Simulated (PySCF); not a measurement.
**Broadened absorption spectrum of C3H8Si**

C3H8Si.
SMILES: `C[SiH]1CC1`

Method used: TDDFT wB97X-D/def2-SVPD, vertical, gas phase, core orbitals frozen in the response (PySCF 2.14.0, density-fitted response routines). Geometry: GFN2-xTB; no solvent, vibrations or thermal averaging.

Computed states:

```tsv
state	E (eV)	f
S1	6.70	0.0051
S2	6.72	0.225
S3	6.80	0.012
S4	7.18	0.0014
S5	7.71	0.021
S6	7.80	0.0013
S7	7.90	0.0015
S8	8.18	0.041
```

Each state is given a Gaussian of 0.25 eV full width at half maximum, with ε(max) = 2.175×10⁸ f / Δν̃ (Δν̃ the width in cm⁻¹). The width is an assumption, not a result. The curve ends short of the highest state used, and states not computed would add to its high-energy end.

Q: What does the envelope look like, and where are its maxima?

A: 
```tsv
λ (nm)	ε (L mol⁻¹ cm⁻¹)
163.5	1212
164.9	500
166.3	151
167.7	50
169.1	57
170.5	102
172.0	147
173.4	160
174.8	193
176.2	467
177.6	1544
179.0	4403
180.4	9856
181.8	17226
183.2	23649
184.6	25709
186.0	22319
187.4	15609
188.8	8871
190.3	3884
191.7	1476
193.1	468
194.5	125
195.9	28
```

Maxima: 184 nm (6.72 eV), ε about 26000, made up of S2 (94%) (ε in L mol⁻¹ cm⁻¹; maxima over ε = 5, shares over 10%). At its high-energy end, 7.58 eV, the curve is still rising (ε about 1200, from S5).

Q: On this curve, what absorbance would a 10⁻⁴ mol/L sample give at 193 nm over a 1 cm path?

A: 193 nm is 6.424 eV, where ε is about 510 L mol⁻¹ cm⁻¹, so A = ε c l ≈ 0.051 (Beer–Lambert, with the gas-phase spectrum and the assumed width).

Q: Coming from long wavelengths, where does ε first pass 100 L mol⁻¹ cm⁻¹?

A: At about 195 nm (6.37 eV), 0.34 eV below S1.

Q: What would ε be at 6.72 eV, the highest of these maxima, with half the width (0.125 eV)?

A: About 50300 L mol⁻¹ cm⁻¹ against 25800, a factor of about 1.95; a lone state at its own centre would give exactly 2.
